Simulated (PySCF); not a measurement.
Computed shifts of a molecule C₂H₅FO₂Si, PySCF with PBE/pcSseg-1, GIAO, gas phase, atoms alike by connectivity averaged where their shifts nearly agree, in ppm (number of nuclei): ¹³C: 210.9 (1), 40.9 (1). ²⁹Si: -12.5 (1). ¹⁹F: -162.6 (1). ¹H: 10.61 (1), 5.44 (1), 5.36 (1), 2.75 (1), 2.17 (1). References: ¹⁷O against H2O (σ = 334.3 ppm); ¹³C against TMS (σ = 182.0 ppm); ²⁹Si against TMS (σ = 335.4 ppm); ¹⁹F against CFCl3 (σ = 133.6 ppm); ¹H against TMS (σ = 31.49 ppm), references at their B3LYP-D3(BJ)/def2-TZVP geometries, non-relativistic. Geometry optimised at B3LYP-D3(BJ)/def2-SVP. Other conformers were not sampled.

Problem. Which molecule gave these data?
(A) FC1([SiH3])OCO1
(B) O=C[Si@H](O)CF
(C) O=CC[Si@H](O)F
(D) O[C@@H]1CO[Si@@H]1F

Solution. C, O=CC[Si@H](O)F
